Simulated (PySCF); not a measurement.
Compound: C5H6FN.
SMILES with atom numbers: `[CH3:1]/[C:2]([F:3])=[C:4](/[CH3:5])[C:6]#[N:7]` (hydrogens: H8, H9, H10 on C1; H11, H12, H13 on C5)

Method used: TDDFT PBE0/def2-SVPD, vertical, gas phase, core orbitals frozen in the response (PySCF). Isolated species at its GFN2-xTB geometry, gas phase.

Each state is given a Gaussian of 0.5 eV full width at half maximum, with ε(max) = 2.175×10⁸ f / Δν̃ (Δν̃ the width in cm⁻¹). The cross-section is σ = 3.8235×10⁻²¹ ε cm², given in Mb (10⁻¹⁸ cm²). The width is an assumption, not a result. The curve ends short of the highest state used, and states not computed would add to its high-energy end.

| E (eV) | σ (Mb) |
| --- | --- |
| 5.49 | 0.15 |
| 5.53 | 0.28 |
| 5.56 | 0.45 |
| 5.59 | 0.70 |
| 5.62 | 1.07 |
| 5.66 | 1.82 |
| 5.69 | 2.66 |
| 5.72 | 3.81 |
| 5.76 | 5.97 |
| 5.79 | 8.16 |
| 5.82 | 10.93 |
| 5.85 | 14.35 |
| 5.89 | 20.01 |
| 5.92 | 25.09 |
| 5.95 | 30.83 |
| 5.98 | 37.14 |
| 6.02 | 46.15 |
| 6.05 | 53.06 |
| 6.08 | 59.79 |
| 6.11 | 66.06 |
| 6.15 | 73.14 |
| 6.18 | 77.12 |
| 6.21 | 79.71 |
| 6.24 | 80.77 |
| 6.28 | 79.68 |
| 6.31 | 77.06 |
| 6.34 | 73.06 |
| 6.37 | 67.89 |
| 6.41 | 59.69 |
| 6.44 | 52.95 |
| 6.47 | 46.04 |
| 6.50 | 39.25 |
| 6.54 | 30.77 |
| 6.57 | 25.05 |
| 6.60 | 20.01 |
| 6.63 | 15.67 |
| 6.67 | 10.99 |
| 6.70 | 8.25 |
| 6.73 | 6.09 |
| 6.76 | 4.43 |
| 6.80 | 2.84 |
| 6.83 | 2.02 |
| 6.86 | 1.44 |
| 6.89 | 1.03 |
| 6.93 | 0.68 |
| 6.96 | 0.51 |
| 6.99 | 0.40 |
| 7.02 | 0.32 |
| 7.06 | 0.25 |
| 7.09 | 0.21 |
| 7.12 | 0.18 |
| 7.15 | 0.15 |
| 7.19 | 0.12 |
| 7.22 | 0.11 |
| 7.25 | 0.10 |
| 7.28 | 0.09 |

Problem. Locate the maxima and give the states behind the curve.

Solution. 199 nm (6.24 eV), ε about 21000, made up of S1 (100%) (ε in L mol⁻¹ cm⁻¹; maxima over ε = 5, shares over 10%). The states used: S1 6.24 eV (f 0.392); S2 6.51 eV (f 0.0001); S3 6.83 eV (f 0.0001); S4 6.94 eV (f 0.0010); S5 7.83 eV (f 0.0000); S6 7.88 eV (f 0.0082).

Problem. Does any computed singlet lie in the visible range?

Solution. No computed singlet lies in the visible range (380 to 750 nm); the lowest, at 199 nm, stands 2.98 eV above its violet end (3.26 eV).

Problem. On this curve, what absorbance would a 10⁻⁴ mol/L sample give at 222 nm over a 1 cm path?

Solution. 222 nm is 5.585 eV, where ε is about 170 L mol⁻¹ cm⁻¹, so A = ε c l ≈ 0.017 (Beer–Lambert, with the gas-phase spectrum and the assumed width).

Problem. What would ε be at 6.24 eV, the highest of these maxima, with half the width (0.25 eV)?

Solution. About 42200 L mol⁻¹ cm⁻¹ against 21100, a factor of about 2.00; a lone state at its own centre would give exactly 2.

Rough CPU time on one thread of a shared machine: about 50 s.
